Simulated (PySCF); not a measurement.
# Reading the logs of faulty runs: B2H5N2 cation

Calculated results; nothing here was measured. The program is PySCF 2.14.0, an open-source quantum chemistry code, run on an isolated molecule that a program drew, which may never have been made. The molecule is B2H5N2 cation (charge +1, singlet), drawn as the SMILES string `BN[B+]N`.

Each row is a Hartree-Fock (HF) and frozen-core CCSD(T) single point in the cc-pVDZ basis, meant for a local HF minimum. Run 1 is clean. Each other run has one planted mistake out of seven kinds, and not every kind appears here: one electron removed, one electron added, multiplicity raised by two, geometry at a saddle point, minimal basis STO-3G, one bond length entered in bohr, all coordinates scaled. The reference is restricted for singlets and unrestricted otherwise, and also for a bond in bohr. Adding or removing an electron swaps singlet and doublet. Electrons count all cores. HOMO and LUMO are orbital energies over both spins, the gradient is its largest component, and the lowest frequency (negative if imaginary) is given only where the gradient is small. Bond lengths are over the 8 bonds as drawn. T1 is the CCSD diagnostic: over 0.02 (restricted) or 0.045 (unrestricted) a single reference is doubtful.

Geometry of the clean run:
```xyz
9
B2H5N2 cation, angstrom
B    -1.9054    0.6884   -0.6647
N    -1.9552   -0.7631   -0.9078
B    -0.9528   -1.4355   -1.4851
N     0.0517   -2.0853   -2.0593
H    -2.8437    1.1935   -0.1472
H    -0.9184    1.2573   -1.0076
H    -2.7795   -1.2714   -0.6274
H     0.1201   -2.2081   -3.0562
H     0.8096   -2.4885   -1.5333
```

```
run,electrons,basis functions,<S^2>,HOMO (eV),LUMO (eV),gradient (hartree/bohr),lowest frequency (cm^-1),mean bond (Å),longest bond (Å),T1,HF (hartree),CCSD(T) (hartree),mistake
1,28,81,0.000,-18.30,-2.68,1.3e-05,185,1.1917,1.473,0.0132,-161.03966,-161.56482,no fault
2,29,81,0.826,-4.32,3.74,2.8e-02,-,1.1917,1.473,0.0182,-161.16627,-161.72034,one electron added
3,28,81,0.000,-15.44,-4.82,5.7e-02,-,1.3555,2.783,0.0230,-160.88084,-161.41365,one bond length entered in bohr
4,28,81,2.013,-11.09,-7.75,8.1e-02,-,1.1917,1.473,0.0279,-160.79744,-161.29915,multiplicity raised by two
5,28,25,0.000,-17.65,-0.26,2.3e-02,-,1.1917,1.473,0.0202,-159.04314,-159.26960,?
```

**Which mistake was planted in run 5, and what did it cost?**

It has 25 basis functions where the clean run has 81, with the same electrons and geometry. So the mistake is: minimal basis STO-3G. Subtracting run 1 and multiplying by 627.51 kcal/mol a hartree, the energy moved by 1252.8 kcal/mol in HF and 1440.3 kcal/mol in CCSD(T).

Cautions from the logs. Run 5: T1 is over the limit, so its CCSD(T) energy is less reliable.
